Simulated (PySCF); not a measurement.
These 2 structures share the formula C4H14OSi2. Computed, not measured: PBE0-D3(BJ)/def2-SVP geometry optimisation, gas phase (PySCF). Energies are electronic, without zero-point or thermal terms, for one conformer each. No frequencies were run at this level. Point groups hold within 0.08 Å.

Question: Rank from lowest to highest electronic energy at this level (kcal/mol).
A. `[CH3:1][C:2]([CH3:3])([CH3:4])[SiH2:5][O:6][SiH3:7]` with C2–Si5–O6–Si7 -61°
B. `[CH3:1][CH:2]([CH3:3])[O:4][SiH2:5][CH2:6][SiH3:7]` with C1–C2–O4–Si5 -84°, C2–O4–Si5–C6 -164°, O4–Si5–C6–Si7 38°

Answer: A (0.0), B (22.2).

| SMILES | E (Eh) | E rel (kcal/mol) | dipole (D) | point group | A, B, C (MHz) |
| --- | --- | --- | --- | --- | --- |
| CC(C)(C)[SiH2]O[SiH3] | -814.27523 | 0.0 | 1.06 | C1 | 2982, 984.0, 907.6 |
| CC(C)O[SiH2]C[SiH3] | -814.23987 | 22.2 | 1.02 | C1 | 2762, 937.4, 746.5 |
